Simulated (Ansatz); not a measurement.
Sn4Ge. Charge 0, multiplicity 3. Geometry r2SCAN-D4/def2-SVPD, that of the charge -1 doublet; atoms count from 1.

| atom | x (Å) | y (Å) | z (Å) |
| --- | --- | --- | --- |
| Ge1 | 0.494 | -0.834 | 1.107 |
| Sn2 | 1.911 | -0.657 | -1.106 |
| Sn3 | 0.470 | 1.774 | -0.092 |
| Sn4 | -1.085 | -0.735 | -1.288 |
| Sn5 | -1.789 | 0.451 | 1.378 |

In the def2 sets Sn takes a core potential; there is no spin–orbit coupling. The structure comes from a short search, and lower isomers may exist.

**Question.** Estimate the Mulliken populations from the PBE0/def2-TZVPD orbitals of Ansatz.

**Answer.** 
```tsv
atom	charge (e)	spin (α − β)
Ge1	-0.27	0.10
Sn2	0.07	0.32
Sn3	0.07	0.63
Sn4	0.07	0.63
Sn5	0.07	0.32
```
Mulliken values and Mayer orders depend strongly on the basis. With diffuse functions, as here, like atoms can get unlike values, and bond orders can come out too low or too high.

**Question.** Where does the spin sit?

**Answer.** Summed by element: Ge 0.10, Sn 1.90, of 2 unpaired in all. Largest on single atoms: Sn4 0.63, Sn3 0.63, Sn2 0.32.

**Question.** And the Mayer bond orders between bonded heavy atoms (over 0.3)?

**Answer.** Ge1–Sn2 0.84 (2.63 Å); Ge1–Sn3 0.62 (2.87 Å); Ge1–Sn4 0.62 (2.87 Å); Ge1–Sn5 0.84 (2.63 Å); Sn2–Sn3 0.60 (3.00 Å); Sn2–Sn4 0.60 (3.00 Å); Sn3–Sn4 0.50 (3.19 Å); Sn3–Sn5 0.60 (3.00 Å); Sn4–Sn5 0.60 (3.00 Å). Values over 0.3 also appear between atoms too far apart for a bond (Sn2–Sn5 0.43 at 4.59 Å); they arise where an orbital or an unpaired electron spreads over both atoms.
